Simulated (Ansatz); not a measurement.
Consider the substitution at a C–Al bond: `C#[C][AlH][GeH3]` + `C[SiH2]SS` → `C#CSS[SiH2]C` + `[AlH2][GeH3]`.

Computed with Ansatz on PBE0-D4/def2-TZVP structures; ΔE is electronic, products minus reactants. CBS: MP2 limit from def2 TZ/QZ plus the TZ coupled-cluster correction, frozen cores. DFT in def2-TZVPP. For Ge outer-core shells are correlated without core-valence functions, which leaves a few kJ/mol of doubt a bond. Scalar relativity is left out up to krypton. Each species was taken in one conformer, which may not be the lowest.

`C#[C][AlH][GeH3]`:

```xyz
9

C     1.454    0.759    2.449
C     1.234    0.252    1.371
Al    0.842   -0.527   -0.322
Ge   -1.388   -0.126   -1.306
H     1.651    1.204    3.398
H     1.952   -1.416   -1.016
H    -1.931    1.279   -0.987
H    -1.400   -0.290   -2.838
H    -2.414   -1.135   -0.748
```

`C[SiH2]SS`:

```xyz
10

C     0.309   -1.436   -0.043
Si   -0.886   -0.016   -0.179
S    -0.488    1.523    1.271
S     1.424    2.013    0.665
H     0.240   -1.907    0.940
H     0.090   -2.187   -0.806
H     1.332   -1.085   -0.190
H    -0.839    0.590   -1.535
H    -2.280   -0.441    0.127
H     1.099    2.946   -0.250
```

`C#CSS[SiH2]C`:

```xyz
12

C    -3.058    1.495   -1.360
C    -2.061    0.968   -1.786
S    -0.733    0.192   -2.446
S     0.827    0.774   -1.211
Si    0.591   -0.778    0.267
C     1.898   -0.499    1.567
H    -3.934    1.966   -0.981
H     0.752   -2.094   -0.401
H    -0.778   -0.680    0.832
H     1.821   -1.269    2.340
H     2.900   -0.550    1.136
H     1.774    0.475    2.044
```

`[AlH2][GeH3]`:

Cartesian coordinates in Å:
```
Al -0.063 -0.504 1.344
Ge 0.071 0.359 -0.975
H 0.191 0.466 2.575
H -0.428 -2.026 1.613
H 0.473 -0.718 -2.001
H -1.305 0.895 -1.427
H 1.062 1.529 -1.129
```

```csv
level,ΔE (kcal/mol)
PBE-D4,19.8
B2PLYP,23.5
PBE0,22.0
HF/def2-QZVPP,27.2
```

**Question.** What does CCSD(T)/CBS give? (Best estimate.)

**Answer.** Ansatz gave: +24.7 kcal/mol. The listed levels differ from it by -4.9, -1.2, -2.7, 2.5 kcal/mol.

Largest T1 diagnostic among the species: 0.013.

From PBE to PBE0 (25 % exact exchange), in def2-TZVPP and without D4, ΔE moves by +1.6 kcal/mol. The D4 term adds −0.9 kcal/mol with B3LYP and −0.5 kcal/mol with PBE0; it sums over pairs of atoms, weighted by their polarisabilities, and B3LYP, whose exchange is more repulsive, gets the larger term.

B3LYP here is the variant with VWN-RPA as its local correlation; programs differ in this.
